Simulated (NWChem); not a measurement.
System: BSiH₄O₂F; SMILES OB(O)[SiH2]F

Here is an NWChem input.

```
start job
memory heap 200 mb stack 900 mb global 1100 mb
geometry units angstroms noautoz
  Si    -0.639501     0.946518     0.000000
  F      0.813211     1.763422     0.000000
  B      0.034402    -0.981113     0.000000
  O     -0.672329    -2.151964     0.000000
  O      1.397526    -1.082336     0.000000
  H     -1.415401     1.385923    -1.214764
  H     -1.415401     1.385923     1.214764
  H     -1.634151    -2.018867     0.000000
  H      1.805629    -0.193865     0.000000
end
basis spherical
  * library aug-cc-pvdz
end
dft
  xc hfexch
  iterations 150
  mulliken
end
task dft energy
```

Geometry: optimised at PBE-D3(BJ)/def2-SVP.

Question: What results follow from this input? (Hartree-Fock/aug-cc-pVDZ.) Quantities: basis functions; energy (Ha); highest occupied level (eV); orbital gap (eV); dipole (D).

Answer: 
```yaml
number_of_basis_functions: 155
energy (Ha): -565.30
highest occupied level (eV): -11.65
orbital gap (eV): 12.44
dipole (D): 2.89
```
